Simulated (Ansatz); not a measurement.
Consider the formal exchange of groups at a B–O bond: `CSB(C)O` + CH₄ → `CSB(C)C` + H₂O.

Gas-phase electronic energies from Ansatz, PBE0-D4/def2-TZVP geometries. CCSD(T)/CBS is the MP2 limit (def2-TZVPP, def2-QZVPP) plus CCSD(T) − MP2 in def2-TZVPP, frozen cores. This one scheme is used for every species. Functionals use def2-TZVPP. One conformer a species, not always the lowest.

```
  level  ΔE (kJ/mol)
 PBE-D4        117.7
BLYP-D4        124.2
```

**Question.** What does CCSD(T)/CBS give? (An estimate is asked.)

**Answer.** Computed: +116.4 kJ/mol. The listed levels differ from it by 1.3, 7.8 kJ/mol.

**Question.** What do rigid-rotor, harmonic-oscillator terms from PBE0-D4/def2-TZVP frequencies (298.15 K, 1 bar) make of the CCSD(T)/CBS value? (Estimate.)

**Answer.** The calculation gave: ΔZPE = -5.3 kJ/mol, ΔH = +113.1 kJ/mol, ΔS = 21 J/(mol·K), ΔG = +107.0 kJ/mol. Modes under 50 cm⁻¹ make the entropy rough.

Largest T1 diagnostic among the species: 0.012.

Leaving LDA and LC-ωPBE aside and taking each functional with its dispersion term where it has one, the values, not all of them listed here, spread over 12.6 kJ/mol, from revPBE-D4 to CAM-B3LYP-D4. At CCSD(T), def2-SVP lies +25.3 kJ/mol from the extrapolated value and def2-TZVPP +4.1 kJ/mol.
